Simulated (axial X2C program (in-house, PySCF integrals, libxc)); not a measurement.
# TiC: from the spin-free to the two-component result

Calculated with an in-house all-electron X2C program for linear molecules (integrals from PySCF). Spin-free means the one-electron spin-free X2C Hamiltonian; two-component (2c) means X2C with spin–orbit coupling and atomic mean-field two-electron Coulomb and Gaunt terms, so the difference of the two also holds small scalar two-electron terms. Basis: Ti dyall-cv3z [10s10p6d4f2g], C dyall-v3z [7s6p2d1f] (cores contracted in-house); Gaussian nuclei, density fitting, unrestricted open shells. Masses: Ti 47.948 u, C 12.000 u.

Spin-free state: M_S = 1, Λ = 0 (beyond evenly filled blocks: 2 × σα); fragments Ti + C.

```csv
level,Re (Å),ωe (cm⁻¹),De (eV),μ (D)
PBE0,1.642,1027.6,4.041,-3.05
```

Dipoles are positive if C is the positive end.

Two-component determinant lowest at the distance of the search:

Ω = 1 (⟨Sz⟩ = 1.00, ⟨Lz⟩ = 0.00 at PBE0); fragments Ti + C.

```json
{"level": "PBE0", "Re (Å)": "1.642", "ωe (cm⁻¹)": "1027.3", "μ (D)": "-3.04"}
```

Question: From the two tables, how do the constants change at the PBE0 level (2c against spin-free)?

Answer: At the PBE0 level Re is unchanged within 0.001 Å and ωe decreases by 0.3 cm⁻¹.

Occupations by symmetry block were frozen at the best pattern of an incomplete PBE0 search. De is counted from the lowest determinant-based energies of the atoms at the same level, without counterpoise correction. De is not given where an atomic determinant may have missed its ground term or J level, or where the truncated virtual space spoils (T). Density functionals use the spin component along the axis (collinear). Other states lie close and PBE0, whose exact exchange favours high spin, may order them wrongly; the determinant shown need not be the ground state. The nearest other spin-free determinant of the search, M_S = 0, Λ = 0, lies 0.20 eV up at the distance of the search. The functionals have no current-density term, which raises determinants with orbital currents, atoms included. With several unpaired electrons one determinant need not be a pure state. Open-shell Ω = 0 determinants with evenly filled partner blocks cannot be reached by this program, so the Ω shown need not be the lowest component. The stretched end of a curve changes character and is left out.
